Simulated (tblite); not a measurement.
Compound: C7H14GeO.
SMILES with atom numbers: `[CH2:1]=[C:2]([CH2:3]/[CH:4]=[CH:5]/[CH2:6][CH3:7])[O:8][GeH3:9]` (hydrogens: H10, H11 on C1; H12, H13 on C3; H14 on C4; H15 on C5; H16, H17 on C6; H18, H19, H20 on C7; H21, H22, H23 on Ge9)

Geometry (GFN2-xTB, Å), atoms numbered from 1 in this order:
```xyz
23
C7H14GeO angstrom
C     -2.5867   -2.3900   -0.4331
C     -2.0797   -1.2398   -0.0114
C     -0.9255   -1.1527    0.9552
C      0.3215   -0.7945    0.2069
C      0.9956    0.3341    0.3618
C      2.2358    0.7014   -0.3891
C      3.3910    1.0028    0.5647
O     -2.6062   -0.0727   -0.4641
Ge    -2.0854    1.5910   -0.5069
H     -2.2109   -3.3304   -0.0766
H     -3.3964   -2.4136   -1.1402
H     -0.8031   -2.1186    1.4476
H     -1.1462   -0.3906    1.7079
H      0.6447   -1.5285   -0.5205
H      0.6787    1.0555    1.1077
H      2.0351    1.5918   -0.9934
H      2.5148   -0.1091   -1.0650
H      4.2861    1.2706    0.0081
H      3.6134    0.1314    1.1767
H      3.1360    1.8304    1.2233
H     -0.9482    1.7648   -1.4704
H     -3.3565    2.2005   -0.9940
H     -1.7125    2.0933    0.8610
```

All values are computed: GFN2-xTB (tblite) harmonic vibrations without scaling, gas phase. The method is semi-empirical: single wavenumbers can be off by several per cent or more. Modes of hydrogen on germanium can be 10 to 20 % off. One conformer, not necessarily the lowest.

Harmonic wavenumbers (cm⁻¹): 25.2, 39.5, 64.4, 80.2, 113.7, 134.8, 195.9, 203.4, 241.7, 289.0, 330.3, 400.9, 438.9, 458.1, 542.6, 561.4, 610.0, 632.7, 709.1, 739.3, 762.8, 810.4, 817.8, 823.1, 842.1, 898.4, 916.3, 967.5, 986.1, 1009.0, 1037.6, 1082.7, 1095.4, 1128.7, 1166.0, 1228.8, 1251.4, 1257.1, 1278.8, 1290.0, 1337.9, 1389.0, 1411.3, 1451.4, 1476.1, 1502.1, 1504.9, 1701.1, 1727.9, 1924.2, 1990.6, 2071.8, 2940.5, 2952.0, 2981.4, 2986.0, 3019.0, 3032.3, 3034.0, 3039.0, 3055.4, 3124.9, 3160.0.

A = 1361, B = 670.3, C = 476.8 MHz; mass 188.026 u (most abundant isotopes); point group C1, symmetry number 1.

Q: Zero-point energy?

A: Half the sum of the wavenumbers: 40137 cm⁻¹ = 114.76 kcal/mol.

Q: Entropy at 400 K, 1 bar (ideal gas, RRHO, classical rotation)?

A: Translation 43.09, rotation 31.86, vibration 54.90: S = 129.8 cal/(mol K).

Q: And Cp and H(400 K) − H(0)?

A: Cp = 59.03 cal/(mol K), of which vibrations give 51.08 (their classical limit is 63 R = 125.2); H(400 K) − H(0) = 13.86 kcal/mol without the zero-point energy, 10.68 from vibrations.

Q: What must be added to the electronic energy to get the Gibbs energy at 400 K and 1 bar?

A: ZPE + [H(400 K) − H(0)] − T·S = 114.76 + 13.86 − 51.94 = 76.68 kcal/mol.

Q: Blend soft modes into free rotors: weight 1/[1 + (100 cm⁻¹/ν̃)⁴] for the oscillator and the rest for a rotor with moment μB/(μ + B), μ = h/(8π²ν), B = 10⁻⁴⁴ kg m². What vibrational entropy results?

A: 48.57 cal/(mol K) in place of 54.90, which changes −T·S at 400 K by +2.53 kcal/mol.

Q: Which modes carry the vibrational entropy at 400 K?

A: 25.2 cm⁻¹: 6.76; 39.5 cm⁻¹: 5.87; 64.4 cm⁻¹: 4.90; 80.2 cm⁻¹: 4.46; 113.7 cm⁻¹: 3.78; 134.8 cm⁻¹: 3.45 cal/(mol K); the other 57 give 25.69 together.

Hindered rotation and anharmonicity are outside this model. Other conformers, if any are populated, would add a mixing term that is left out. The structure is chiral; the term R ln 2 for an equal mix with its mirror image is left out.
